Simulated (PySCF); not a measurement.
Magnetisability: `InChI=1S/C6H7NO/c1-2-7-5-3-4-6(5)8/h2H,1,3-4H2/b7-5-`

Geometry:
```
atom   x (Å)   y (Å)   z (Å)
  C1   2.658  -0.154  -0.683
  C2   1.928  -1.063  -0.041
  N3   0.586  -1.268  -0.208
  C4  -0.321  -0.396  -0.167
  C5  -1.802  -0.511  -0.428
  C6  -1.961   0.984  -0.086
  C7  -0.466   1.056   0.200
  O8   0.265   1.918   0.597
  H9   3.729  -0.142  -0.603
 H10   2.203   0.567  -1.341
 H11   2.388  -1.829   0.571
 H12  -2.312  -1.196   0.246
 H13  -2.047  -0.786  -1.453
 H14  -2.271   1.621  -0.911
 H15  -2.582   1.207   0.779
```

Computed, not measured: GIAO HF/pcSseg-1 magnetisability, rotational g tensor and spin-rotation constants, non-relativistic, gas phase in PySCF. Geometry: GFN2-xTB.

Task: What are the magnetisability and the molar susceptibility?

Result: Isotropic -905 × 10⁻³⁰ J/T², or -54.5 × 10⁻⁶ cm³/mol; principal values -1095, -836, -785 × 10⁻³⁰ J/T², anisotropy 289 × 10⁻³⁰ J/T² (root of half the summed squared differences of the principal values). The susceptibility is in cgs units.

Task: Split it along the inertial axes a, b, c into diamagnetic and paramagnetic parts about the centre of mass, with the quadrupole moment.

Result: 
| axis | χ (10⁻⁶ cm³/mol) | diamagnetic (10⁻⁶ cm³/mol) | paramagnetic (10⁻⁶ cm³/mol) | summed x² of all electrons (Å²) | quadrupole Θ (D Å) |
| --- | --- | --- | --- | --- | --- |
| a | -49.7 | -405.7 | 356.0 | 176.3 | +10.47 |
| b | -49.2 | -830.0 | 780.9 | 76.2 | -13.48 |
| c | -64.7 | -1071.2 | 1006.6 | 19.4 | +3.02 |

Anisotropies 2χaa − χbb − χcc = +14.3 and 2χbb − χaa − χcc = +16.1 × 10⁻⁶ cm³/mol. Θ is traceless in Buckingham's convention.

Task: And the rotational g tensor?

Result: 
```
axis  rotational constant (GHz)        g  nuclear part  electronic part
   a                     3.8116  -0.0722        0.5652          -0.6374
   b                     1.6625  -0.0209        0.5889          -0.6099
   c                     1.2335  -0.0122        0.5711          -0.5833
```
Asymmetric top; isotopes 12C, 1H, 14N, 16O; no vibrational averaging.
